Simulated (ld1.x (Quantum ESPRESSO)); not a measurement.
## Plane-wave convergence, TM potential for palladium (Pd)

palladium, norm-conserving Troullier–Martins (Kleinman–Bylander form), made with ld1.x (Quantum ESPRESSO) 7.5 (PW91, scalar-relativistic). Core [Kr], reference 4d10 5s0 5p0. Waves: 5s (bound, empty): rc 2.60 bohr; 4d (bound): rc 1.95 bohr; 5p (bound, empty): rc 4.20 bohr. Local part: the p channel. Core correction: none.

The pseudo-atom Hamiltonian at the reference potential is diagonalised in spherical Bessel functions j_l(qr) that vanish at 20 bohr, with q² up to the cutoff. All-electron valence levels (Ry): 5s -0.2489, 4d -0.3022, 5p -0.0283.

**Question.** How do the lowest levels (Ry) of each channel move with the cutoff, and are there ghosts?

**Answer.**

| cutoff (Ry) | s #1 | s #2 | d #1 | d #2 | p #1 | f #1 | f #2 | Σ f·Δε (mRy) |
| --- | --- | --- | --- | --- | --- | --- | --- | --- |
| 8 | -0.2472 | -0.0019 | 0.0708 | 0.1517 | -0.0280 | 0.1192 | 0.2467 | 3730.4 |
| 12 | -0.2476 | -0.0122 | 0.0704 | 0.1492 | -0.0280 | 0.1192 | 0.2467 | 3725.9 |
| 15 | -0.2481 | -0.0293 | 0.0698 | 0.1456 | -0.0280 | 0.1192 | 0.2467 | 3719.9 |
| 21 | -0.2488 | -0.0486 | 0.0323 | 0.0838 | -0.0280 | 0.1192 | 0.2467 | 3345.0 |
| 30 | -0.2488 | -0.0496 | -0.1920 | 0.0741 | -0.0280 | 0.1192 | 0.2467 | 1101.5 |
| 40 | -0.2489 | -0.0510 | -0.2900 | 0.0735 | -0.0280 | 0.1192 | 0.2467 | 121.6 |
| 45 | -0.2489 | -0.0510 | -0.2976 | 0.0735 | -0.0280 | 0.1192 | 0.2467 | 45.5 |
| 55 | -0.2489 | -0.0511 | -0.3020 | 0.0734 | -0.0280 | 0.1192 | 0.2467 | 2.3 |
| 70 | -0.2489 | -0.0512 | -0.3021 | 0.0734 | -0.0280 | 0.1192 | 0.2467 | 1.1 |
| 80 | -0.2489 | -0.0512 | -0.3021 | 0.0734 | -0.0280 | 0.1192 | 0.2467 | 0.8 |
| 100 | -0.2489 | -0.0512 | -0.3022 | 0.0734 | -0.0280 | 0.1192 | 0.2467 | 0.2 |
| 400 | -0.2489 | -0.0512 | -0.3022 | 0.0734 | -0.0280 | 0.1192 | 0.2467 | 0.0 |

Result: no extra level below or beside the all-electron valence levels (s, d, p, f tested); 10 mRy is reached at 50 Ry and 1 mRy at 80 Ry.

1 of 7 tests not solved or not reliable.
